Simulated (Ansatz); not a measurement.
`C[O][In]([OH])[O]C`. The species carries charge 0 and has multiplicity 1. In takes the def2 core potential.

Z-matrix (Å, degrees):
```
C
O 1 1.408
H 1 1.097 2 112.7
H 1 1.095 2 108.0 3 118.9
H 1 1.097 2 112.8 3 -122.2
In 2 1.971 1 122.0 3 62.2
O 6 1.971 2 119.8 1 0.3
O 6 1.974 2 119.7 1 -179.8
C 7 1.408 6 122.0 2 179.8
H 8 0.961 6 111.7 2 0.1
H 9 1.097 7 112.7 6 -61.0
H 9 1.095 7 108.0 6 -179.9
H 9 1.097 7 112.7 6 61.2
```

Problem. List the harmonic frequencies (cm⁻¹, unscaled) at PBE0-D4/def2-TZVP in Ansatz. (An estimate is asked.)

Solution. Computed: 40, 42, 56, 74, 88, 113, 160, 207, 240, 293, 525, 557, 611, 832, 1105, 1116, 1174, 1174, 1189, 1189, 1477, 1479, 1491, 1492, 1494, 1495, 2994, 2995, 3050, 3050, 3076, 3077, 3883.

Problem. Is this a minimum?

Solution. Yes, all 33 modes are real.

Problem. Give the ideal-gas thermochemistry at 298.15 K and 1 bar (rigid rotor, harmonic oscillator; point group Cs, symmetry number 1).

Solution. Zero-point energy 250.2 kJ/mol; H(298) − E = 280.3 kJ/mol; entropy 444.2 J/(mol·K), of which translation 174.5, rotation 119.1, vibration 150.6; G(298) − E = 147.8 kJ/mol. Modes under 100 cm⁻¹ are hindered rotations or soft bends, so the harmonic entropy is rough.
